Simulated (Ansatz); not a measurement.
The same molecule with X = B, Al, Ga, In. Ansatz, PBE0-D4/def2-TZVP geometries, multiplicity 1. Each molecule was computed in one conformer, which needn't be the lowest.

Elements past krypton have def2 core potentials. Scalar relativity is left out up to krypton.

| X | molecule | mean X–C bond length / Å | mean X–H bond length / Å | HOMO energy (B3LYP/def2-TZVPP) / eV | LUMO energy (PBE/def2-TZVPP) / eV | size of the dipole moment (ωB97M-V/def2-TZVPP) / D |
| --- | --- | --- | --- | --- | --- | --- |
| B | `CBCF` | 1.556 | 1.198 | -8.44 | -2.08 | 2.30 |
| Al | `[CH3][AlH][CH2]F` | 1.968 | 1.587 | -7.37 | -1.89 | 2.31 |
| Ga | `[CH3][GaH][CH2]F` | 1.977 | 1.577 | -7.30 | -2.02 | 1.25 |

Q: Give the row for X = In, `[CH3][InH][CH2]F`. (Estimate.)

A: Ansatz gave: 
| X | molecule | mean X–C bond length / Å | mean X–H bond length / Å | HOMO energy (B3LYP/def2-TZVPP) / eV | LUMO energy (PBE/def2-TZVPP) / eV | size of the dipole moment (ωB97M-V/def2-TZVPP) / D |
| --- | --- | --- | --- | --- | --- | --- |
| In | `[CH3][InH][CH2]F` | 2.167 | 1.734 | -6.88 | -2.15 | 1.27 |

From B to In the mean X–C bond length rises at each step, by 0.611 Å in all; the mean X–H bond length isn't monotonic: highest at In, lowest at B; the HOMO energy (B3LYP/def2-TZVPP) rises at each step, by 1.56 eV in all; the LUMO energy (PBE/def2-TZVPP) isn't monotonic: highest at Al, lowest at In. Bonds lengthen as the atom grows down the group. Dipoles are sizes alone, and their direction can turn along the series.

B3LYP here is the variant with VWN-RPA as its local correlation; programs differ in this.
